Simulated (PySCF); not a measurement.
## Single point on IBr

State: ¹Σ⁺ (singlet), closed shell.

An equivalent input (the run itself took its basis sets from the Basis Set Exchange, started from a PBE0 density and held the occupation σ 12α 12β, πx 7α 7β, πy 7α 7β, δx 2α 2β, δy 2α 2β):

```python
from pyscf import gto, scf, cc
mol = gto.M(atom='I 0 0 0; Br 0 0 2.497', basis={'I': 'def2-SVP', 'Br': 'def2-SVP'}, ecp={'I': 'def2-SVP'},
            charge=0, spin=0, verbose=4, symmetry='C2v')
mf = scf.RHF(mol)
mf.irrep_nelec = {'A1': 28, 'A2': 4, 'B1': 14, 'B2': 14}
mf.conv_tol = 1e-9
mf.max_cycle = 60
mf.diis_space = 10
mf.kernel()
mycc = cc.CCSD(mf, frozen=[0, 1, 2, 3, 4, 5, 6, 7, 8, 9, 10, 11, 12, 57])
mycc.run(conv_tol=1e-7, conv_tol_normt=1e-5, max_cycle=80, diis_space=8)
et = mycc.ccsd_t()
```

The SCF ended at -2868.75248795 hartree. The coupled-cluster part of the log:

```
******** <class 'pyscf.cc.ccsd.CCSD'> ********
CC2 = 0
CCSD nocc = 17, nmo = 44
frozen orbitals [0, 1, 2, 3, 4, 5, 6, 7, 8, 9, 10, 11, 12, 57]
max_cycle = 80
direct = 0
conv_tol = 1e-07
conv_tol_normt = 1e-05
diis_space = 8
diis_start_cycle = 0
diis_start_energy_diff = 1e+09
Init t2, MP2 energy = -2869.09906673973  E_corr(MP2) -0.346578791343179
Init E_corr(CCSD) = -0.346578791344448
cycle = 1  E_corr(CCSD) = -0.349765977376993  dE = -0.00318718603  norm(t1,t2) = 0.0402936
cycle = 2  E_corr(CCSD) = -0.356094693279144  dE = -0.0063287159  norm(t1,t2) = 0.015372
cycle = 3  E_corr(CCSD) = -0.357132963465742  dE = -0.00103827019  norm(t1,t2) = 0.00624843
cycle = 4  E_corr(CCSD) = -0.357615095869842  dE = -0.000482132404  norm(t1,t2) = 0.00178594
cycle = 5  E_corr(CCSD) = -0.357533185041122  dE = 8.19108287e-05  norm(t1,t2) = 0.00064186
cycle = 6  E_corr(CCSD) = -0.357507235550609  dE = 2.59494905e-05  norm(t1,t2) = 0.000181525
cycle = 7  E_corr(CCSD) = -0.357519222276522  dE = -1.19867259e-05  norm(t1,t2) = 7.7778e-05
cycle = 8  E_corr(CCSD) = -0.357518869197158  dE = 3.53079363e-07  norm(t1,t2) = 1.90468e-05
cycle = 9  E_corr(CCSD) = -0.357518273793022  dE = 5.95404136e-07  norm(t1,t2) = 4.94772e-06
cycle = 10  E_corr(CCSD) = -0.357518465352743  dE = -1.91559721e-07  norm(t1,t2) = 1.68206e-06
cycle = 11  E_corr(CCSD) = -0.357518423187538  dE = 4.21652049e-08  norm(t1,t2) = 4.55048e-07
CCSD converged
E(CCSD) = -2869.110006371575  E_corr = -0.3575184231875378
CCSD(T) correction = -0.0080035967594302
```

T1 diagnostic 0.005, D1 0.023, 34 electrons correlated, 1 of the virtual orbitals (those above 20 hartree) left out.

Repeating this along the bond gives Re = 2.534 Å and ωe = 252 cm⁻¹.

A point of this curve took 4.3 CPU seconds beside 0.3 for the integrals (shared host).

Correlated steps freeze 13 core orbitals. Spin–orbit coupling is left out.
